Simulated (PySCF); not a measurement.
Gas-phase reaction: 2 MoO₂Cl₂ + 2 O ⇌ Mo₂O₆ + 4 Cl

Computed with PySCF and rigid-rotor harmonic-oscillator thermochemistry at 1 bar. † marks an energy on the PBE0/def2-TZVP geometry and frequencies. MP2 freezes the core. Open shells (unrestricted): O (multiplicity 3), Cl (multiplicity 2); the rest are closed-shell singlets. Spin-orbit splitting is ignored; it lowers the true energy and changes the entropy of O, Cl. Mo: scalar-relativistic def2 core potential, no spin-orbit coupling. MP2 isn't extrapolated to the basis-set limit.

M06-2X/def2-TZVP† gives ΔH°(298 K) = 108 kJ.

Question: What do LDA/def2-TZVP†, MP2/def2-TZVPP†, PBE0/def2-QZVP† give?

Answer: LDA/def2-TZVP†: 51 kJ; MP2/def2-TZVPP†: 103 kJ; PBE0/def2-QZVP†: 115 kJ. For scale, ΔH°(298 K) is 108 kJ at this level, 106 kJ at ωB97M-V/def2-TZVP†, and runs from -420 to 236 kJ over the 17 levels computed.
